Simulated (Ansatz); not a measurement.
Reaction (isomerisation): `O[Si](O)(Cl)[SiH](F)Cl` → `O[SiH](O)[Si](F)(Cl)Cl`

Computed with Ansatz on PBE0-D4/def2-TZVP structures; ΔE is electronic, products minus reactants. CCSD(T)/CBS is the MP2 limit (def2-TZVPP, def2-QZVPP) plus CCSD(T) − MP2 in def2-TZVPP, frozen cores. Each species was taken in one conformer, which may not be the lowest.

| species | HF/CBS(def2) energy (Eh) |
| --- | --- |
| `O[Si](O)(Cl)[SiH](F)Cl` | -1748.29979 |
| `O[SiH](O)[Si](F)(Cl)Cl` | -1748.29411 |

**Question.** Work out ΔE.

**Answer.** ΔE = (-1748.29411) − (-1748.29979) = 0.00568 Eh = +3.6 kcal/mol. CCSD(T)/CBS gives +3.3 kcal/mol.

Largest T1 diagnostic among the species: 0.012.
